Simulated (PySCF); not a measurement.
C4H12N (SMILES C[N+](C)(C)C), charge +1, singlet, geometry from GFN2-xTB, with bond 14-4 at 2.0 times its length. Base run: PySCF with DF-HF/6-31G*.

Here is a job for PySCF.
```python
from pyscf import gto, scf

mol = gto.M(
    atom='''
C    -0.25342698   -0.62284191   -1.31180330
N     0.00000000    0.00000000    0.00000000
C     0.06935110    1.46414215   -0.15640771
C    -1.09357093   -0.34391601    0.92671979
C     1.27764681   -0.49738422    0.54149121
H    -1.19490808   -0.26461226   -1.72465318
H    -0.30728344   -1.70556675   -1.21197051
H     0.54700929   -0.37735136   -2.00764548
H     0.25631726    1.93850254    0.80545821
H    -0.86842299    1.84634022   -0.55598820
H     0.87349438    1.73360112   -0.83898050
H    -2.04470084    0.01751703    0.53957871
H    -1.15707621   -1.42343746    1.05226138
H    -0.74635027    0.56327471    2.87533045
H     1.24137430   -1.57866821    0.66260856
H     2.09566703   -0.25045282   -0.13306641
H     1.47848991   -0.04555140    1.51137230
''',
    basis='6-31g*',
    charge=1,
    verbose=4,
)

mf = scf.RHF(mol)
mf = mf.density_fit(auxbasis='def2-universal-jkfit')
mf.kernel()
```

Each row names what was changed in the base input (with any setting that the change needs).

| change | ΔE vs base (µEh) | SCF cycles |
|---|---|---|
| base | 0.0 | 10 |
| init_guess = atom | 0.0 | 10 |
| diis_space = 2 | 0.0 | 13 |
| init_guess = 1e | 0.0 | 14 |
| DIIS = EDIIS | 0.0 | 41 |
| diis = off; damp = 0.6 (with mf.diis_start_cycle = 200; with mf.max_cycle = 150) | 0.0 | 32 |
| DIIS = ADIIS | 0.0 | 15 |
| level_shift = 0.3 (with mf.max_cycle = 100) | 0.0 | 12 |
| conv_tol = 1e-12 | 0.0 | 13 |
| damp = 0.5; diis_start_cycle = 5 | 0.0 | 12 |
| conv_tol = 1e-11 | 0.0 | 12 |
| conv_tol = 1e-6 | 0.0 | 7 |
| init_guess = sap | 0.0 | 12 |
